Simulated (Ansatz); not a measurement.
The molecule LiS-, closed-shell singlet (lowest of 2S+1 = 1, 3, 5 at CCSD(T)/def2-TZVPP on PBE0 minima; our sources give no spin for the ground state, which may be another).

The constants come from a fifth-degree fit in 1/R (seven points, main isotopes). Runs in def2 and cc sets follow the lowest solution found near the PBE0 minimum. The singlet is held restricted. HF and MP2 rows in def2 and cc sets belong to the determinant that coupled cluster picked by its CCSD energy.

Programs: Ansatz (an electronic-structure program) with Gaussian orbitals. Values without a source in brackets are computed.

Energies at HF/aug-cc-pV(Q+d)Z:

| R (Å) | E (hartree) |
|---|---|
| 1.899200 | -405.00942878 |
| 1.950254 | -405.01243158 |
| 1.997224 | -405.01397738 |
| 2.050319 | -405.01455333 |
| 2.103415 | -405.01409863 |
| 2.164680 | -405.01253650 |
| 2.236155 | -405.00961154 |

With a reduced mass of 5.7535 u, find the minimum, the force constant and the constants.

A fifth-degree polynomial in 1/R puts the minimum at r_e = 2.0517 Å with force constant 158 N/m. Then ω_e = (1/2πc)√(k/μ) = 683 cm⁻¹ and B_e = h/(8π²cμr_e²) = 0.6960 cm⁻¹; the cubic and quartic terms give α_e = 0.0066 and ω_e x_e = 4.1 cm⁻¹.
